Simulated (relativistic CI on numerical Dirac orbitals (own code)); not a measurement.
# Dy2+: N4,5 absorption edge

Computed with this model: Dirac-Coulomb-Breit CI, orbitals from a KLI potential per configuration, a model potential for QED, valence Slater integrals scaled by 0.9, multiplet model of core-to-valence dipole absorption; configurations [Xe] 4f10 → [Kr] 4d9 4f11 5s2 5p6; 300 K; Lorentzian 0.5 eV and Gaussian 0.2 eV FWHM. Energies are those of the free ion, without screening or charge transfer. The branching ratio is the share of the lower-energy edge in the whole absorption, uncertain by about 0.02 where the edges overlap. S is read from ⟨S²⟩ = S(S + 1).

Computed curve for free ion, scaled to 100 at the maximum (points under 2 are left out and the grid is thinned):

(Energy (eV), Intensity): (150.6, 2.1), (150.9, 5.1), (151.2, 10.8), (151.6, 6.2), (151.9, 8.7), (152.2, 15.1), (152.5, 7.8), (152.8, 3.6), (153.1, 2.7), (153.5, 2.6), (153.8, 3.4), (154.1, 5.5), (154.4, 9.9), (154.7, 5.2), (155.1, 2.5), (155.4, 3.1), (155.7, 4.3), (156.0, 3.1), (156.3, 2.5), (156.7, 2.9), (157.0, 2.5), (157.3, 3.2), (157.6, 5.7), (157.9, 5.6), (158.2, 4.6), (158.6, 5.1), (158.9, 7.9), (159.2, 16.1), (159.5, 25.6), (159.8, 58.5), (160.2, 45.1), (160.5, 18.8), (160.8, 14.9), (161.1, 12.9), (161.4, 17.8), (161.8, 28.5), (162.1, 36.4), (162.4, 27.1), (162.7, 18.8), (163.0, 13.6), (163.3, 10.1), (163.7, 14.6), (164.0, 7.4), (164.3, 4.2), (164.6, 3.3), (164.9, 3.2), (165.3, 3.9), (165.6, 5.2), (165.9, 8.2), (166.2, 14.2), (166.5, 30.4), (166.9, 100.0), (167.2, 65.5), (167.5, 33.0), (167.8, 26.0), (168.1, 16.9), (168.4, 10.3), (168.8, 4.3), (169.1, 2.8), (169.4, 2.1)

The ground state has S = 1.95, and the centroid lies at 162.42 eV.
